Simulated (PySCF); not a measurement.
C2H10Cl2O2Si3. Atoms are numbered in the order given.

```xyz
19

Si    -2.7976     1.2075     0.5316
O     -2.2254    -0.2493    -0.0255
Si    -0.9069    -1.1715    -0.4149
C     -1.3740    -2.3632    -1.7610
C     -0.2056    -1.9659     1.1196
O      0.2633    -0.1328    -1.0561
Si     1.4872     0.8040    -0.5320
Cl     3.1069    -0.3718    -0.0162
Cl     0.8852     1.8300     1.1688
H     -4.2757     1.2145     0.3541
H     -2.4774     1.3791     1.9768
H     -2.2028     2.3325    -0.2434
H     -1.7257    -1.8181    -2.6509
H     -2.1827    -3.0324    -1.4268
H     -0.5110    -2.9821    -2.0537
H      0.0269    -1.1979     1.8744
H      0.7259    -2.5076     0.8916
H     -0.9226    -2.6750     1.5629
H      1.8955     1.7693    -1.5646
```

Geometry: B3LYP-D3(BJ)/def2-SVP. The structure was generated by enumeration, and PubChem lists no compound with its InChIKey, so it may never have been made. Other conformers were not sampled.

Calculation: PySCF with B3LYP/def2-SVP.

The molecule is in vacuum.

Computed frontier levels, gap, dipole moment and polarisability:
highest occupied level: -8.03 eV
lowest empty level: 0.54 eV
orbital gap: 8.57 eV
dipole moment: 1.14 D
quadrupole, principal values (traceless, Buckingham form, about the centre of nuclear charge): -6.15, 0.17, 5.99 D·Å
mean static polarisability: 105.2 bohr³ (15.59 Å³)
polarisability, principal values: 95.1, 105.2, 115.2 bohr³
